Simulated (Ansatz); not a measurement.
Job for Ansatz (an electronic-structure program): R-SVWN5/def2-TZVPP on H2OSTe (SMILES O[Te]S), a point of a torsion scan. Elements past Kr take the def2 small-core potentials; no spin–orbit coupling.

Ansatz 0.2 input:
```yaml
crystal:
  periodic: [false, false, false]
  atoms:
    - {symbol: O, position_ang: [-1.10684446, 0.53103257, -0.34433469]}
    - {symbol: Te, position_ang: [-0.53972953, -1.27646002, -0.97941488]}
    - {symbol: S, position_ang: [0.50512653, -0.51650951, -2.95934576]}
    - {symbol: H, position_ang: [-2.05862429, 0.58715185, -0.25608012]}
    - {symbol: H, position_ang: [-0.54507320, -0.53889393, -3.77857511]}
basis:
  gaussian:
    orbitals: def2-TZVPP
hamiltonian:
  xc: {name: SVWN5}
scf: {lower_state_search: off}
```

Output:

```
WARN ansatz: RAYON_NUM_THREADS=1 ignored (pool sized by the plan → 1); use --threads N
Functional definition: SVWN5
these checks for a lower state are left out or cut short: stability, starts, cluster_reference, orbital_swaps, neighbouring_geometries, increment
integrals: 0.06 GiB planned
939 factors; their error is unknown
mean field: 0.45 GiB planned
mean field evaluation 1: about -20140.2098 eV, gradient 6.6e1 eV
mean field evaluation 2: about -20028.4521 eV, gradient 1.9e2 eV
mean field evaluation 4: about -20145.5255 eV, gradient 2.9e1 eV
mean field evaluation 8: about -20147.9576 eV, gradient 2.4e-1 eV
mean field evaluation 16: about -20147.8283 eV, gradient 4.2e-4 eV
mean field -20147.82827130 eV, -740.4190322817 hartree, gradient 2.7e-6 eV, S^2 0.000000; 0 other end points of the search recorded, 0 dependent functions left out
reference -20147.82830253 eV, -740.4190334293 hartree; 25, 25 occupied and 126, 126 virtual orbitals, 939 factors
Total energy: -20147.82830253 eV, -740.4190334293 hartree
Checks for a lower state left out: stability, starts, cluster_reference, orbital_swaps, neighbouring_geometries, increment
```

The run converged.

Cost: about 1.3 core-seconds (a rough figure).
